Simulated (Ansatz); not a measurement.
Consider the formal exchange of groups at the Si–O bond: `CO[SiH2]S[SiH2]O` + `COCF` → `O[SiH2]S[SiH3]` + `COC(F)OC`.

Program: Ansatz. Geometries: PBE0-D4/def2-TZVP. ΔE: electronic, gas phase. CCSD(T)/CBS adds triple-zeta CCSD(T) − MP2 to the extrapolated MP2 energy (def2 sets, frozen cores). Functionals use def2-TZVPP. B3LYP here is the variant with VWN-RPA as its local correlation; programs differ in this. Each species was taken in one conformer, which may not be the lowest.

Task: Is it downhill or uphill in electronic energy at CCSD(T)/CBS, and by how much? (Estimate.)

Result: Ansatz gave: Uphill: ΔE = +131.5 kJ/mol.

Task: What do these levels give: r2SCAN-D4, B3LYP-D4, B2PLYP, PBE, r2SCAN, PBE0, B3LYP, SCS-MP2/def2-TZVPP, CCSD/def2-TZVPP, CCSD(T)/def2-TZVPP, HF/def2-QZVPP, MP2/CBS(def2)? (Estimate.)

Result: The calculation gave: r2SCAN-D4 124.5, B3LYP-D4 132.4, B2PLYP 129.3, PBE 117.7, r2SCAN 123.3, PBE0 117.9, B3LYP 124.8, SCS-MP2/def2-TZVPP 131.8, CCSD/def2-TZVPP 125.8, CCSD(T)/def2-TZVPP 126.5, HF/def2-QZVPP 119.2, MP2/CBS(def2) 139.6 kJ/mol.

Largest T1 diagnostic among the species: 0.012.

The D4 term adds +7.6 kJ/mol with B3LYP and +4.2 kJ/mol with PBE0; it sums over pairs of atoms, weighted by their polarisabilities, and B3LYP, whose exchange is more repulsive, gets the larger term. In def2-TZVPP, CCSD(T) changes the Hartree–Fock value by +8.6 kJ/mol (the triples alone add +0.7 kJ/mol) and MP2 by +16.7 kJ/mol.
